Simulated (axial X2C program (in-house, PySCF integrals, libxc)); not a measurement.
**TiB⁺ along the bond: PBE0, with spin–orbit coupling**

All values were computed with an in-house all-electron X2C program for linear molecules (integrals from PySCF). Two-component (2c) means X2C with spin–orbit coupling and atomic mean-field two-electron Coulomb and Gaunt terms. Basis: Ti dyall-cv3z [10s10p6d4f2g], B dyall-v3z [7s6p2d1f] (cores contracted in-house); Gaussian nuclei, density fitting, unrestricted open shells. Masses: Ti 47.948 u, B 11.009 u.

State: Ω = 4 (⟨Sz⟩ = 2.00, ⟨Lz⟩ = 2.00 at PBE0). Dipoles are positive if B is the positive end and refer to the centre of mass.

Results along the bond:

```
R (Å)   μ (D)  HOMO (eV)  LUMO (eV)
1.808  -3.211     -11.46      -8.39
1.891  -3.282     -11.45      -8.37
1.953  -3.284     -11.44      -8.32
2.016  -3.236     -11.41      -8.25
2.078  -3.152     -11.36      -8.16
2.151  -3.025     -11.28      -8.06
2.224  -2.878     -11.19      -7.97
2.317  -2.675     -11.06      -7.86
2.431  -2.411     -10.87      -7.74
2.598  -2.013     -10.59      -7.61
```

The state is a single determinant with fixed occupations, the lowest that a limited PBE0 search found. Density functionals use the spin component along the axis (collinear). PBE0 can misorder states that lie within some tenths of an eV, so this need not be the ground state of the molecule. The nearest other 2c determinant of the search, Ω = 3, lies 0.46 eV up at the distance of the search. The functionals have no current-density term, which raises determinants with orbital currents, atoms included. With several unpaired electrons one determinant need not be a pure state. Open-shell Ω = 0 determinants with evenly filled partner blocks cannot be reached by this program, so the Ω shown need not be the lowest component.
